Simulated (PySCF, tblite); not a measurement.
Isomers of C8H11OP, one GFN2-xTB conformer each. Single-point energies are computed at PBE0/pcSseg-1 (PySCF, gas phase, no added dispersion term), electronic only.

| SMILES | GFN2-xTB relative energy (kcal/mol) |
| --- | --- |
| C=Cc1cc(C)[pH]c1OC | 64.2 |
| C#CC[P@@](=O)(C#CC)CC | 73.9 |
| OCPCc1ccccc1 | 44.0 |
| CC[P@H](=O)c1ccccc1 | 0.0 |
| C=CC(=C=P/C=C/C)OC | 106.6 |

Conformers: `[CH2:1]=[CH:2][c:3]1[cH:4][c:5]([CH3:6])[pH:7][c:8]1[O:9][CH3:10]` with C1–C2–C3–C4 0°, P7–C8–O9–C10 13°; `[CH:1]#[C:2][CH2:3][P@@:4](=[O:5])([C:6]#[C:7][CH3:8])[CH2:9][CH3:10]` with C2–C3–P4–O5 176°, C3–P4–C9–C10 71°; `[OH:1][CH2:2][PH:3][CH2:4][c:5]1[cH:6][cH:7][cH:8][cH:9][cH:10]1` with H–O1–C2–P3 63°, O1–C2–P3–C4 74°, C2–P3–C4–C5 168°, P3–C4–C5–C6 84°; `[CH3:1][CH2:2][P@H:3](=[O:4])[c:5]1[cH:6][cH:7][cH:8][cH:9][cH:10]1` with C1–C2–P3–O4 58°, C2–P3–C5–C6 -63°; `[CH2:1]=[CH:2][C:3](=[C:4]=[P:5]/[CH:6]=[CH:7]/[CH3:8])[O:9][CH3:10]` with C1–C2–C3–C4 -178°, C4–P5–C6–C7 180°, C2–C3–O9–C10 179°.

What does PBE0/pcSseg-1 give for the same structures?

```csv
SMILES,PBE0/pcSseg-1 E (Eh),PBE0/pcSseg-1 (kcal/mol),GFN2-xTB (kcal/mol),point group
CC[P@H](=O)c1ccccc1,-727.42310,0.0,0.0,C1
OCPCc1ccccc1,-727.38743,22.4,44.0,C1
C=Cc1cc(C)[pH]c1OC,-727.33534,55.1,64.2,C1
C#CC[P@@](=O)(C#CC)CC,-727.29728,79.0,73.9,C1
C=CC(=C=P/C=C/C)OC,-727.28773,85.0,106.6,C1
```

Both levels put the same isomer lowest; measured from each level's own lowest isomer, the values differ by up to 21.6 kcal/mol (OCPCc1ccccc1: 44.0 against 22.4). As drawn, the lowest has an aromatic ring and a P=O bond, which the highest lacks; the highest has cumulated double bonds and a C=C bond outside aromatic rings, which the lowest lacks.

Which frontier levels, dipoles and rotational constants go with these structures?

```csv
SMILES,"HOMO (eV, PBE0/pcSseg-1)",LUMO (eV),dipole (D),"A, B, C (MHz)"
CC[P@H](=O)c1ccccc1,-7.60,-0.97,4.10,"2144, 752.2, 699.1"
OCPCc1ccccc1,-6.89,-0.26,0.86,"3392, 506.3, 478.8"
C=Cc1cc(C)[pH]c1OC,-5.56,-0.95,1.85,"1240, 1140, 601.7"
C#CC[P@@](=O)(C#CC)CC,-7.38,0.03,4.12,"1301, 822.5, 640.9"
C=CC(=C=P/C=C/C)OC,-6.28,-1.61,1.80,"2116, 466.6, 433.7"
```

What happens when harmonic zero-point energies from GFN2-xTB frequencies are added?

```tsv
SMILES	ZPE (kcal/mol)	electronic (kcal/mol)	with ZPE (kcal/mol)
CC[P@H](=O)c1ccccc1	104.5	0.0	0.0
OCPCc1ccccc1	103.7	22.4	21.6
C=Cc1cc(C)[pH]c1OC	102.3	55.1	52.9
C#CC[P@@](=O)(C#CC)CC	101.4	79.0	75.9
C=CC(=C=P/C=C/C)OC	102.6	85.0	83.1
```

The zero-point energies span 3.1 kcal/mol. The order is unchanged.
